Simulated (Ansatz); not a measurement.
Consider the isomerisation: `CO[SiH](N)O` → `OC(O)N[SiH3]`.

Calculated with Ansatz (gas phase, PBE0-D4/def2-TZVP geometries, no zero-point term in ΔE). CCSD(T)/CBS is the MP2 limit (def2-TZVPP, def2-QZVPP) plus CCSD(T) − MP2 in def2-TZVPP, frozen cores. Each species was taken in one conformer, which may not be the lowest.

`CO[SiH](N)O`:

Cartesian coordinates in Å:
```
C 1.860 0.454 -0.661
O 0.958 0.023 0.332
Si -0.604 -0.355 0.046
N -1.482 -0.615 1.479
O -1.203 0.927 -0.790
H 1.517 1.378 -1.136
H 2.827 0.638 -0.188
H 1.996 -0.309 -1.437
H -0.697 -1.611 -0.743
H -1.518 0.093 2.195
H -1.509 -1.539 1.879
H -2.143 0.915 -0.975
```

`OC(O)N[SiH3]`:

Cartesian coordinates in Å:
```
O 0.614 -1.403 1.139
C -0.408 -0.725 0.478
O -1.533 -0.799 1.318
N -0.031 0.617 0.220
Si 0.786 1.103 -1.226
H 0.233 -2.196 1.530
H -0.630 -1.209 -0.488
H -2.221 -0.255 0.925
H 0.201 1.095 1.081
H 0.059 0.484 -2.364
H 2.218 0.705 -1.317
H 0.712 2.584 -1.296
```

| species | MP2/def2-QZVPP energy (Eh) |
| --- | --- |
| `CO[SiH](N)O` | -536.39239 |
| `OC(O)N[SiH3]` | -536.27307 |

Work out ΔE.

ΔE = (-536.27307) − (-536.39239) = 0.11932 Eh = +74.9 kcal/mol. CCSD(T)/CBS gives +72.8 kcal/mol.

Largest T1 diagnostic among the species: 0.011.

From PBE to PBE0 (25 % exact exchange), in def2-TZVPP and without D4, ΔE moves by +2.0 kcal/mol.
